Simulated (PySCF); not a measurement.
Cl₄Te (SMILES Cl[Te](Cl)(Cl)Cl), singlet, at a GFN2-xTB geometry (core potentials on Te); DF-CAMB3LYP/def2-SVP (PySCF).

The PySCF input:
```python
from pyscf import gto, scf, dft

mol = gto.M(
    atom='''
Te   -0.005348    0.012234    0.483277
Cl    1.165969   -1.490760   -0.826448
Cl    1.904219    1.503369    0.120414
Cl   -1.146570    1.446389   -0.926392
Cl   -1.907258   -1.496418    0.154168
''',
    basis='def2-svp',
    ecp={'Te': 'def2-svp'},
    charge=0,
    spin=0,
    verbose=4,
    symmetry=True,
    symmetry_subgroup='Cs',
)

mf = dft.RKS(mol)
mf.xc = 'camb3lyp'
mf = mf.density_fit(auxbasis='def2-universal-jkfit')
mf.kernel()
mf.analyze()
```

It wrote (shortened):

```
PySCF version 2.14.0

[INPUT] verbose = 4
[INPUT] num. atoms = 5
[INPUT] num. electrons = 92
[INPUT] charge = 0
[INPUT] spin (= nelec alpha-beta = 2S) = 0
[INPUT] symmetry True subgroup Cs
[INPUT] Mole.unit = angstrom
[INPUT] Symbol           X                Y                Z      unit          X                Y                Z       unit  Magmom
[...]
nuclear repulsion = 625.067904773016
point group symmetry = C2v, use subgroup Cs
symmetry origin: [3.77945225e-07 4.40936096e-07 2.83458919e-07]
symmetry axis x: [ 0.01106305 -0.02530422 -0.99961858]
symmetry axis y: [ 0.78579246  0.61845112 -0.00695881]
symmetry axis z: [ 0.61839132 -0.78541575  0.02672582]
num. orbitals of irrep A' = 62
num. orbitals of irrep A" = 36
number of shells = 42
number of NR pGTOs = 205
number of NR cGTOs = 98
basis = def2-svp
ecp = {'Te': 'def2-svp'}

******** <class 'pyscf.df.df_jk.DFSymAdaptedRKS'> ********
method = DFSymAdaptedRKS
initial guess = minao
damping factor = 0
level_shift factor = 0
DIIS = <class 'pyscf.scf.diis.CDIIS'>
diis_start_cycle = 1
diis_space = 8
diis_damp = 0
SCF conv_tol = 1e-09
SCF conv_tol_grad = None
SCF max_cycles = 50
direct_scf = False
XC library pyscf.dft.libxc version 7.1.2
    S. Lehtola, C. Steigemann, M. J. T. Oliveira, and M. A. L. Marques,  SoftwareX 7, 1–5 (2018)
XC functionals = camb3lyp
    T. Yanai, D. P. Tew, and N. C. Handy,  Chem. Phys. Lett. 393, 51 (2004)
radial grids:
    Treutler-Ahlrichs [JCP 102, 346 (1995); DOI:10.1063/1.469408] (M4) radial grids

becke partition: Becke, JCP 88, 2547 (1988); DOI:10.1063/1.454033
pruning grids: <function nwchem_prune>
grids dens level: 3
symmetrized grids: True
atomic radii adjust function: <function treutler_atomic_radii_adjust>
small_rho_cutoff = 0
Freeze 0 electrons in irreps []
    92 free electrons in irreps A' A"
Set gradient conv threshold to 3.16228e-05
Initial guess from minao.
tot grids = 97480
******** <class 'pyscf.df.df.DF'> ********
auxbasis = def2-universal-jkfit
Create RSH-DF object <pyscf.df.df.DF object> for omega=0.33
******** <class 'pyscf.df.df.DF'> ********
auxbasis = auxmol.basis = def2-universal-jkfit
init E= -2080.78748207819
HOMO (A") = -0.714829745449805  LUMO (A') = -0.685731825947452  gap/eV = 0.79179
cycle= 1 E= -2106.36788040302  delta_E= -25.6  |g|= 2.93  |ddm|= 8.42
HOMO (A') = 0.0216033321707556  LUMO (A') = 0.207196636729961  gap/eV = 5.05025
cycle= 2 E= -2106.42887631776  delta_E= -0.061  |g|= 2.71  |ddm|= 7.63
HOMO (A') = -0.320776029283904  LUMO (A') = -0.0982453175346762  gap/eV = 6.05537
cycle= 3 E= -2108.28986782868  delta_E= -1.86  |g|= 0.22  |ddm|= 3.88
HOMO (A') = -0.356144608189586  LUMO (A') = -0.0929859765559442  gap/eV = 7.16091
cycle= 4 E= -2108.30210351061  delta_E= -0.0122  |g|= 0.0892  |ddm|= 0.417
HOMO (A') = -0.35200092823754  LUMO (A') = -0.0895687302001988  gap/eV = 7.14114
cycle= 5 E= -2108.30413144083  delta_E= -0.00203  |g|= 0.00853  |ddm|= 0.105
HOMO (A') = -0.352329152905688  LUMO (A') = -0.087860790847742  gap/eV = 7.19655
cycle= 6 E= -2108.30417728189  delta_E= -4.58e-05  |g|= 0.00392  |ddm|= 0.0239
HOMO (A') = -0.351934863701714  LUMO (A') = -0.0880846225274681  gap/eV = 7.17973
cycle= 7 E= -2108.30418342673  delta_E= -6.14e-06  |g|= 0.00138  |ddm|= 0.00809
HOMO (A') = -0.352174216703018  LUMO (A') = -0.0881388278050821  gap/eV = 7.18477
cycle= 8 E= -2108.30418444408  delta_E= -1.02e-06  |g|= 0.000292  |ddm|= 0.00328
HOMO (A') = -0.352192504022882  LUMO (A') = -0.0881671169724427  gap/eV = 7.18450
cycle= 9 E= -2108.30418454181  delta_E= -9.77e-08  |g|= 0.000134  |ddm|= 0.00133
HOMO (A') = -0.352184372908999  LUMO (A') = -0.0881414405084442  gap/eV = 7.18497
cycle= 10 E= -2108.30418455064  delta_E= -8.83e-09  |g|= 3.09e-05  |ddm|= 0.000351
HOMO (A') = -0.352185822933052  LUMO (A') = -0.088140338544143  gap/eV = 7.18504
cycle= 11 E= -2108.30418455146  delta_E= -8.26e-10  |g|= 5.49e-06  |ddm|= 0.000143
HOMO (A') = -0.352186179742613  LUMO (A') = -0.0881400726317736  gap/eV = 7.18506
Extra cycle  E= -2108.30418455149  delta_E= -2.14e-11  |g|= 2.66e-06  |ddm|= 2.23e-05
converged SCF energy = -2108.30418455149
**** SCF Summaries ****
Total Energy =                       -2108.304184551485832
Nuclear Repulsion Energy =             625.067904773015925
One-electron Energy =                -4254.309574345875262
Two-electron Energy =                 1520.937485021373732
Two-electron Coulomb Energy =         1654.847379570331441
DFT Exchange-Correlation Energy =     -133.909894548957737
HOMO-LUMO gap [eV] =                     7.185060547671307
Wave-function symmetry = A'
occupancy for each irrep:     A'   A"
                              30   16
**** MO energy ****
[...]
Dipole moment(X, Y, Z, Debye): -0.02103,  0.04810,  1.90001
```
